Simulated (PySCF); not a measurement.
Re (rhenium, neutral) across methods

[Xe] 4f14 5d5 6s2, high-spin 6S determinant. Calculation: PySCF 2.14, in ANO-RCC-VTZP (8s7p5d3f2g1h, 104 functions); the spin-free X2C one-electron Hamiltonian (Gaussian nucleus).

```tsv
method	E (hartree)	mean ε 6s α (eV)	mean ε 5d α (eV)	mean ε 6s β (eV)	Σ⟨r²⟩ (bohr²)	⟨S²⟩
LDA	-16682.39	-6.754	-6.553	-5.175	67.74	8.761
r2SCAN	-16693.12	-6.959	-6.957	-4.926	68.20	8.788
UHF	-16687.64497	-8.831	-11.990	-6.105	69.28	8.793
PBE0	-16692.82	-7.267	-7.925	-5.395	67.82	8.766
```

Task: Estimate the same row for PBE.

Result: E (hartree) = -16693.07; mean ε 6s α (eV) = -6.547; mean ε 5d α (eV) = -6.422; mean ε 6s β (eV) = -4.809; Σ⟨r²⟩ (bohr²) = 67.88; ⟨S²⟩ = 8.762.

Spin-orbit coupling, which splits the p, d and f shells strongly at this Z, is absent.
